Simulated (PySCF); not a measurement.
## Mayer bond orders and bond lengths

Species: C2H5BF2SSi.
SMILES with atom numbers: `[CH3:1][C:2](=[S:3])[SiH2:4][B:5]([F:6])[F:7]` (hydrogens: H8, H9, H10 on C1; H11, H12 on Si4)

Geometry (PBE0-D3(BJ)/def2-SVP, Å), atoms numbered from 1 in this order:
```
atom  x, y, z in Å
C1     1.6579    0.3717   -0.6061
C2     0.7128   -0.7751   -0.4469
S3     0.7354   -2.0899   -1.4050
Si4   -0.6292   -0.6351    0.8976
B5    -1.9929    0.7070    0.2014
F6    -3.2841    0.4718    0.0941
F7    -1.5839    1.8998   -0.1949
H8     2.3363    0.2187   -1.4572
H9     1.0935    1.3105   -0.7448
H10    2.2488    0.5050    0.3170
H11   -1.2278   -1.9633    1.1934
H12   -0.0224   -0.0484    2.1387
```

Bond orders from the PBE0/pcSseg-1 density (PySCF). Geometry: PBE0-D3(BJ)/def2-SVP, one conformer, isolated molecule.

Q: Where do the orders between heavy atoms depart from those drawn in the SMILES?

A: The largest departure is 0.200, at C2–Si4 (drawn single, 0.800). Drawn single, order above 1.12: B5–F6 (1.123). Drawn single, order below 0.88: C2–Si4 (0.800).

Q: Set the Mayer orders of the bonds beside their lengths.

A: 
| bond | drawn as | length (Å) | Mayer order |
| --- | --- | --- | --- |
| C1–C2 | single | 1.495 | 1.001 |
| C2–S3 | double | 1.627 | 1.893 |
| C2–Si4 | single | 1.905 | 0.800 |
| Si4–B5 | single | 2.036 | 0.923 |
| B5–F6 | single | 1.317 | 1.123 |
| B5–F7 | single | 1.322 | 1.091 |
| C1–H8 | single | 1.099 | 0.956 |
| C1–H9 | single | 1.104 | 0.931 |
| C1–H10 | single | 1.104 | 0.935 |
| Si4–H11 | single | 1.487 | 0.956 |
| Si4–H12 | single | 1.501 | 0.936 |

Bonds between the same two heavy elements. B–F: lowest B5–F7 (1.091, 1.322 Å), highest B5–F6 (1.123, 1.317 Å).

Q: Sum the orders of all bonds at each heavy atom with more than one neighbour and set the sums beside the valence in the SMILES.

A: C1 3.823 (drawn 4), C2 3.694 (drawn 4), Si4 3.615 (drawn 4), B5 3.137 (drawn 3). Orders between atoms that aren't bonded are not in these sums.

The Mayer order sums products of elements of PS (density times overlap matrix) between the two atoms' basis functions, so it depends on the basis set.
